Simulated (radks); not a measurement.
Results of a calculation; reference values are marked as such.
Effect of the nuclear size on the palladium ion Pd+, [Kr] 4d9. Code: a radial shooting solver on a logarithmic mesh with Libxc functionals. Model: Dirac Kohn-Sham, BLYP, spin-unpolarised, spherical densities, finite nucleus; open shells are shared between the two j in proportion to 2j + 1; Fermi nuclear charge, rms radius 4.5318 fm. The rms radius is varied about that value; shifts are against it.

rms radius (fm),total energy shift (eV),density at nucleus (e/bohr^3),1s1/2 shift (meV),2s1/2 shift (meV),4s1/2 shift (meV),5s1/2 (empty) shift (meV)
3.9291,-0.623,1.353e+05,-263,-29.1,-1.02,-0.094
4.1466,-0.407,1.344e+05,-172,-19.0,-0.665,-0.062
4.5318,0,1.328e+05,0.000,0.000,0.000,0.000
4.7312,0.223,1.321e+05,94.0,10.4,0.364,0.034
5.1345,0.700,1.307e+05,295,32.7,1.14,0.106

Slopes of the eigenvalues against <r^2> in GHz/fm^2, as finite differences over the two radii next to the reference (eigenvalue slopes, not the field-shift constants of lines): 1s1/2 12400, 2s1/2 1370, 4s1/2 48.0, 5s1/2 (empty) 4.45.
